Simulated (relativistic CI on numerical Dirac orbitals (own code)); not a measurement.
## Radial parameters of Gd¹⁸⁺

Method of calculation: Dirac-Coulomb-Breit CI, separate exchange-only KLI orbitals for each configuration, model QED (radiative potential, 1s self-energy scaled to tabulated hydrogen-like ionisation energies), unscaled Slater integrals (own radial code, finite nucleus).

Slater integrals F^k, G^k are unscaled and averaged over j, outside the closed core [Ar] 3d10; ζ comes from projecting the Hamiltonian with its Breit term on Σ l·s of the shell.

- 4s²4p⁶4d⁹4f: ζ(4d) = 21256, F^2(4d,4f) = 168090, F^4(4d,4f) = 109790, G^1(4d,4f) = 189930, G^3(4d,4f) = 125110, G^5(4d,4f) = 90220, ζ(4f) = 2599.3 cm⁻¹; <r>(4d) = 0.5842, <r^2>(4d) = 0.3909, <r>(4f) = 0.5991, <r^2>(4f) = 0.4154 (bohr units).
- 4s²4p⁵4d¹⁰4f: ζ(4p) = 187540, F^2(4p,4f) = 174250, G^2(4p,4f) = 150740, G^4(4p,4f) = 106810, ζ(4f) = 2601.5 cm⁻¹; <r>(4p) = 0.5584, <r^2>(4p) = 0.353, <r>(4f) = 0.5988, <r^2>(4f) = 0.4151 (bohr units).
- 4s²4p⁶4d⁹5s: ζ(4d) = 21630, G^2(4d,5s) = 26619 cm⁻¹; <r>(4d) = 0.5801, <r^2>(4d) = 0.3855, <r>(5s) = 1.027, <r^2>(5s) = 1.175 (bohr units).

Averages of the first 8 configurations, taken without configuration mixing, which lowers the lowest level and can move excited configurations by several eV; other configurations of the list can lie among them:

| Configuration | Parity | States | Average energy above the lowest level (eV) |
| --- | --- | --- | --- |
| 4s²4p⁶4d¹⁰ | even | 1 | 0.0 |
| 4s²4p⁶4d⁹4f | odd | 140 | 149.7 |
| 4s²4p⁵4d¹⁰4f | even | 84 | 298.1 |
| 4s²4p⁶4d⁹5s | even | 20 | 183.7 |
| 4s²4p⁶4d⁹5p | odd | 60 | 220.2 |
| 4s4p⁶4d¹⁰4f | odd | 28 | 400.1 |
| 4s²4p⁶4d⁹5d | even | 100 | 272.5 |
| 4s²4p⁵4d¹⁰5s | odd | 12 | 333.1 |
